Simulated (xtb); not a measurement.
neopentasilane (H$_{12}$Si$_{5}$), singlet, geometry from GFN2-xTB, atoms displaced at random by about 0.05 Å a coordinate. Base run: GFN1-xTB (xtb).

Here is a job for xtb.
```
$ xtb mol.xyz --gfn 1 --opt --json

# file mol.xyz
17

Si    -0.42445158    -0.81860916    -2.22084743
Si    -0.03556189    -0.09130927     0.02166634
Si    -0.00915652     2.31054689    -0.06620159
Si    -1.66673910    -0.78168695     1.43484507
Si     2.08443879    -0.86955472     0.76657010
H     -1.62285115    -0.45460088    -2.57340059
H     -0.46467254    -2.35993094    -2.21385908
H      0.64418850    -0.42136287    -3.21383787
H      0.15734766     3.01286455     1.26146919
H     -1.35829748     2.83335963    -0.51623359
H      1.00924635     2.89665873    -1.00787341
H     -3.02144702    -0.31991313     1.00883917
H     -1.76394004    -2.19755383     1.53977870
H     -1.47491524    -0.31337554     2.87398507
H      2.15191496    -2.18105114     0.80821827
H      3.24014429    -0.29320166    -0.04238716
H      2.34599756    -0.15041415     2.07046712
```

The base run was repeated with changes; each row names its change, and settings that it needs were set with it.

```
change               ΔE vs base (kcal/mol)  optimiser steps
-------------------  ---------------------  ---------------
base                                 0.000                9
opt level = lax                      0.004                6
opt level = sloppy                   0.013                5
engine = inertial                    0.009                -
opt level = extreme                 -0.005               18
opt level = tight                    0.000                9
opt level = vtight                  -0.005               18
opt level = loose                    0.004                6
alpb = cs2                          -0.527                9
alpb = acetone                  (withheld)               13
```

**Question.** Fill in the missing entries.

**Answer.** 
- alpb = acetone, ΔE vs base (kcal/mol): -3.60
